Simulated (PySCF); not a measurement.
Atoms are numbered as in `[CH3:1][S:2]/[CH:3]=[CH:4]\[O:5][C:6]([F:7])([F:8])[F:9]` (H(Xn): hydrogen on atom n).

Geometry: GFN2-xTB; GIAO absolute shieldings from PySCF 2.14.0 with density-fitted response routines, gas phase, non-relativistic, averaged over equivalent atoms.

At BHandHLYP/def2-SVP (155 basis functions, 28 s wall time on 1 thread of an Arm Neoverse N1, shared host):
```csv
atoms,σ (ppm)
C4,66.7
C3,74.3
C6,75.7
C1,176.4
S2,596.4
O5,207.6
F7/F8/F9,278.4
H(C4),25.64
H(C3),26.75
H(C1),30.02
```

Predict the values at PBE0/pcSseg-1 on the same geometry.

Results:


```json
{"atoms": "C4", "σ at PBE0/pcSseg-1": "49.6", "change": "-17.1"}
{"atoms": "C3", "σ at PBE0/pcSseg-1": "63.0", "change": "-11.3"}
{"atoms": "C6", "σ at PBE0/pcSseg-1": "56.7", "change": "-19.0"}
{"atoms": "C1", "σ at PBE0/pcSseg-1": "165.1", "change": "-11.3"}
{"atoms": "S2", "σ at PBE0/pcSseg-1": "517.7", "change": "-78.7"}
{"atoms": "O5", "σ at PBE0/pcSseg-1": "169.4", "change": "-38.2"}
{"atoms": "F7/F8/F9", "σ at PBE0/pcSseg-1": "243.0", "change": "-35.4"}
{"atoms": "H(C4)", "σ at PBE0/pcSseg-1": "25.03", "change": "-0.61"}
{"atoms": "H(C3)", "σ at PBE0/pcSseg-1": "26.33", "change": "-0.42"}
{"atoms": "H(C1)", "σ at PBE0/pcSseg-1": "29.46", "change": "-0.56"}
```

The largest change is at S2 (sulfide sulfur). Cost: 185 basis functions, 39 s wall time on 1 thread of an Arm Neoverse N1, shared host. The order of the carbon signals changes between the two levels.
